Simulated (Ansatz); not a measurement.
Consider the ligand exchange at the Al–Cl bond: `[OH][Al]([SH])[Cl]` + H₂S → `[OH][Al]([SH])[SH]` + HCl.

Program: Ansatz. Geometries: PBE0-D4/def2-TZVP. ΔE: electronic, gas phase. CBS: MP2 limit from def2 TZ/QZ plus the TZ coupled-cluster correction, frozen cores. This one scheme is used for every species. Functionals use def2-TZVPP. Each species was taken in one conformer, which may not be the lowest.

CCSD(T)/CBS gives +52.4 kJ/mol.

(1) Another level gave +54.8 kJ/mol. Which?
A. HF/def2-TZVPP
B. ωB97M-V/def2-TZVPP
C. BHLYP/def2-TZVPP
D. PBE-D4/def2-TZVPP

Largest T1 diagnostic among the species: 0.012.

Answers

(1) B. ωB97M-V 54.8, PBE-D4 47.8, HF/def2-TZVPP 63.7, BHLYP 59.1 kJ/mol.

In def2-TZVPP, CCSD(T) changes the Hartree–Fock value by −11.6 kJ/mol (the triples alone add −1.9 kJ/mol) and MP2 by −11.0 kJ/mol. Leaving LDA and LC-ωPBE aside and taking each functional with its dispersion term where it has one, the values, not all of them listed here, spread over 9.4 kJ/mol, from revPBE-D4 to BHLYP-D4.
